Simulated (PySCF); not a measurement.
O₃Se.

```xyz
4

Se     0.0000     0.0000     0.0000
O      1.6066     0.0000     0.0000
O     -0.8033     1.3913     0.0000
O     -0.8033    -1.3913     0.0000
```
Charge 0, spin multiplicity 1.

The structure is a stationary point at B3LYP-D3(BJ)/def2-SVP.

These are PBE/pcSseg-2 in PySCF values and carry that method's errors. Non-relativistic, no solvent.

Computed absolute GIAO shielding of each atom: isotropic value and principal components (ppm):
```json
[
 {"atom": "Se1", "σ(iso)": "503.9", "σ11": "334.1", "σ22": "588.9", "σ33": "588.9", "span": "254.8"},
 {"atom": "O2", "σ(iso)": "-247.4", "σ11": "-439.0", "σ22": "-243.8", "σ33": "-59.4", "span": "379.6"},
 {"atom": "O3", "σ(iso)": "-247.4", "σ11": "-439.0", "σ22": "-243.8", "σ33": "-59.4", "span": "379.6"},
 {"atom": "O4", "σ(iso)": "-247.4", "σ11": "-439.0", "σ22": "-243.8", "σ33": "-59.4", "span": "379.6"}
]
```
